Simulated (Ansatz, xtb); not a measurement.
The molecule PO+, closed-shell singlet (lowest of 2S+1 = 1, 3, 5 at CCSD(T)/def2-TZVPP on PBE0 minima; our sources give no spin for the ground state, which may be another).

Seven points along R, fitted to fifth degree in 1/R; most abundant isotopes. In def2 and cc sets the state is the lowest found near the PBE0 minimum, followed along R. The singlet is held restricted. HF and MP2 rows in def2 and cc sets belong to the determinant that coupled cluster picked by its CCSD energy.

Cores are frozen in the correlated methods. CBS(a, b) extrapolates the correlation energy as X⁻³ and adds the Hartree–Fock energy of set b.

Programs: Ansatz (a quantum-chemistry and plane-wave program) with Gaussian orbitals; xtb for the GFN methods. 

**Question.** What bond length and harmonic frequency does GFN2-xTB give?

**Answer.** r_e = 1.387 Å, ω_e = 1574 cm⁻¹.

**Question.** What bond length and harmonic frequency does HF/aug-cc-pV(5+d)Z give?

**Answer.** r_e = 1.382 Å, ω_e = 1676 cm⁻¹.

**Question.** What bond length and harmonic frequency does CCSD(T)/CBS(aug-cc-pV(Q+d)Z, aug-cc-pV(5+d)Z) give?

**Answer.** r_e = 1.428 Å, ω_e = 1416 cm⁻¹.
